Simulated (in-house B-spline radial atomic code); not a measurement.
Sr²⁰⁺. Computed with a B-spline radial atomic code. Model: all-electron spherical atom, spin shells full or empty, radial basis limit, no spin-orbit coupling: exact exchange with a local potential (Slater, KLI or optimised effective potential, whose far tail is KLI's), no correlation.

Exchange potential has not reached -1/r at the last radius.

The run also made RPA and GW results, which its time includes.

The Slater potential averages the orbital exchange potentials with the orbital densities as weights, KLI adds orbital constants, and the optimised effective potential minimises the exact-exchange energy among local potentials. So their energies lie above Hartree-Fock in the order OEP, KLI, Slater. All fall off as −1/r, unlike LDA and GGA exchange.

Command:
```bash
python run_gw.py task.json out
```
Settings (lengths in bohr, energies in hartree):
```
Z                      38
electrons              18
configuration          [Ne] 3s2 3p6
hamiltonian            nr
method                 kli
lmax                   9
spin_polarised         False
box_radius             4.08
intervals              65
```

Cost of the run: 2.7 s on 1 thread of Arm Neoverse N1 (shared host).

Given: hamiltonian non-relativistic; mean-field start exchange-only KLI.

Computed: energy above Hartree-Fock 8.8847 millihartree; virial ratio -E/T less 1 -0.000242.

| radius (bohr) | r times exchange potential (hartree bohr) |
| --- | --- |
| 0.00132 | -0.041233 |
| 0.00158 | -0.04931 |
| 0.0019 | -0.059221 |
| 0.00229 | -0.071248 |
| 0.00276 | -0.08565 |
| 0.00331 | -0.10236 |
| 0.00399 | -0.12275 |
| 0.0048 | ? |
| 0.00577 | -0.17457 |
| 0.00694 | -0.20716 |
| 0.00835 | -0.2447 |
| 0.01 | -0.28605 |
| 0.0121 | -0.33442 |
| 0.0145 | -0.38372 |
| 0.0175 | -0.43646 |
| 0.021 | -0.48612 |
| 0.0253 | -0.53129 |
| 0.0304 | -0.56582 |
| 0.0366 | -0.58716 |
| 0.044 | -0.59676 |
| 0.053 | -0.60969 |
| 0.0637 | -0.65434 |
| 0.0766 | -0.74812 |
| 0.0922 | -0.87379 |
| 0.111 | -0.99591 |
| 0.133 | ? |
| 0.16 | -1.1069 |
| 0.193 | -1.0486 |
| 0.232 | -0.92972 |
| 0.279 | -0.93144 |
| 0.336 | -1.1243 |
| 0.404 | -1.3074 |
| 0.486 | -1.4003 |
| 0.585 | -1.3989 |
| 0.703 | -1.3341 |
| 0.846 | -1.2456 |
| 1.02 | -1.1601 |

Q: What belongs in the row 0.0048?

A: r times exchange potential (hartree bohr): -0.14664.

Q: What belongs in the row 0.133?

A: r times exchange potential (hartree bohr): -1.081.

```csv
occupied,level (hartree),Hartree-Fock level (hartree)
1s,-603.98,-612.74
2s,-106.71,-109.1
2p,?,?
3s,-36.588,-37.073
3p,-34.231,-34.238
```

Q: What belongs in the row 2p?

A: level (hartree): -100.14; Hartree-Fock level (hartree): -101.82.

```
empty  level (hartree)
   3d          -30.447
   4s          -18.226
   4p                ?
   4d          -15.859
   4f          -14.594
```

Q: What belongs in the row 4p?

A: level (hartree): -17.285.

The highest level, 3p, differs from Hartree-Fock by +0.18 eV and the deepest, 1s, by +238 eV: a local potential can match the highest level but can't give each shell its own exchange.
